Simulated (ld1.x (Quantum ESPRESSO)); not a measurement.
thulium (Tm): excitation energies, all-electron against TM semilocal

Tm, norm-conserving Troullier–Martins (semilocal form), made with ld1.x (Quantum ESPRESSO) 7.5 (PBEsol, scalar-relativistic). Core [Kr] 4d10 5s2, reference 4f13 5p6 5d0 6s2 6p0. Waves: 6s (bound): rc 3.45 bohr; 5p (bound): rc 1.25 bohr; 5d (bound, empty): rc 2.15 bohr; 4f (bound): rc 1.30 bohr. Local part: the f channel. Core correction: Bessel-smoothed model core inside 0.75 bohr.

Energies are relative to the spin-unpolarised reference configuration 4f13 5p6 5d0 6s2 6p0; without spin polarisation the order of configurations can differ from experiment. Not all tests gave a result: 1 of 7 tests not solved or not reliable. Left out of the table: 4f14 5p6 5d0 6s0 6p0 (solver errors, printed error -3689 eV). The frozen-core shift is the all-electron ΔE with the core orbitals held at their reference shape minus the fully relaxed ΔE.

| valence configuration | charge | ΔE all-electron (eV) | error AE − PS (meV) | frozen-core shift (meV) |
| --- | --- | --- | --- | --- |
| 4f13 5p6 5d0 6s1 6p0 | +1 | 6.470 | -1.8 | +3.7 |
| 4f13 5p6 5d0 6s0 6p0 | +2 | 18.451 | -26 | +11 |
| 4f13 5p5 5d0 6s2 6p0 | +1 | 32.447 | -45 | +70 |
| 4f13 5p6 5d0 6s0 6p2 | 0 | 5.923 | -7.5 | +4.3 |

Q: What are ΔE and the potential's error for 4f13 5p6 5d0.5 6s1.5 6p0?

A: ΔE = 1.550 eV all-electron; the error (AE − PS) is -2.5 meV.

Q: What are ΔE and the potential's error for 4f12 5p6 5d0 6s0 6p0?

A: ΔE = 44.914 eV all-electron; the error (AE − PS) is +17 meV.
